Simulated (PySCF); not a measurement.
# Steps of a relaxation of TlI3

TlI3 (singlet). PySCF 2.14.0, RKS BP86, Tl def2-SVP with ECP60, I def2-SVP with ECP28; non-relativistic Hamiltonian with scalar-relativistic core potentials where named; density fitting; no spin-orbit coupling. Origin of the start: template. Columns: position (Å) and force (eV/Å). Energies are counted from the last step; some of the 10 steps are shown. Forces carry noise of the integration grid, about 0.01 to 0.03 eV/Å.

Run from Python with OMP_NUM_THREADS=2. Where DIIS fails, smearing, a level shift and second-order steps follow.
It took 57 s on 2 threads of Arm Neoverse V1, with other jobs on the host, from the converged density of the start.

```xyz
4
step 0  E = 0.986 eV
Tl   -0.5945    0.0000    0.0000     0.44    0.00    0.00
I    -0.5945    0.0000    2.7435    -0.79    0.00    0.41
I    -0.5945    0.0000   -2.7435    -0.79    0.00   -0.41
I     2.1490    0.0000    0.0000     1.14    0.00    0.00
```

```xyz
4
step 3  E = 0.200 eV
Tl   -0.1834    0.0000    0.0000     0.08    0.00    0.00
I    -1.0324    0.0000    2.7111    -0.06    0.00   -0.48
I    -1.0324    0.0000   -2.7111    -0.06    0.00    0.48
I     2.6139    0.0000    0.0000     0.04    0.00    0.00
```

```xyz
4
step 6  E = 0.008 eV
Tl    0.0672    0.0000    0.0000     0.16    0.00    0.00
I    -1.2891    0.0000    2.4300     0.05    0.00   -0.11
I    -1.2891    0.0000   -2.4300     0.05    0.00    0.11
I     2.8766    0.0000    0.0000    -0.26    0.00    0.00
```

**Question.** Where does the relaxation end?

**Answer.** It converges at step 9 in D3h:
```xyz
4
step 9  E = 0
Tl    0.0899    0.0000    0.0000
I    -1.2910    0.0000    2.3962
I    -1.2910    0.0000   -2.3962
I     2.8577    0.0000    0.0000
```

**Question.** How did the contacts change?

**Answer.** 
| contact | start (Å) | end (Å) |
| --- | --- | --- |
| Tl1–I2 (I) | 2.744 | 2.766 |
| Tl1–I3 (I) | 2.744 | 2.766 |
| Tl1–I4 (I) | 2.744 | 2.768 |
